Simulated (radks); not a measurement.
Task: These are the eigenvalues of the occupied orbitals of an atom or ion with whole-number occupations (eV). Method: scalar-relativistic Kohn-Sham, BP86, spin-polarised, spherical densities, finite nucleus; Fermi nuclear charge, rms radius of each element as measured or else 0.836 A^(1/3) + 0.57 fm; computed with a radial shooting solver on a logarithmic mesh with Libxc functionals.

1s up: -17835.48
1s down: -17835.47
2s up: -2477.089
2s down: -2476.927
2p up: -2209.715
2p down: -2209.593
3s up: -411.5184
3s down: -411.4124
3p up: -324.4327
3p down: -324.3168
3d up: -181.5119
3d down: -181.3456
4s up: -61.6557
4s down: -60.6178
4p up: -39.6847
4p down: -38.4530
4d up: -10.7451
5s up: -10.7042

Which element is it, and in what charge state? The configuration may be excited. Open shells, if any, are filled with parallel spins first.

Result: Z = 40, zirconium, charge +1: Zr+ in [Kr] 4d2 5s1. The list shows which subshells hold electrons but not how many an open one holds; the 1s level, -655.44 hartree, gives Z - s = 36.2 by -(Z - s)^2/2, which with screening and relativity narrows Z to a few neighbours, and the depths of the outer levels then fix element, charge and occupations together.
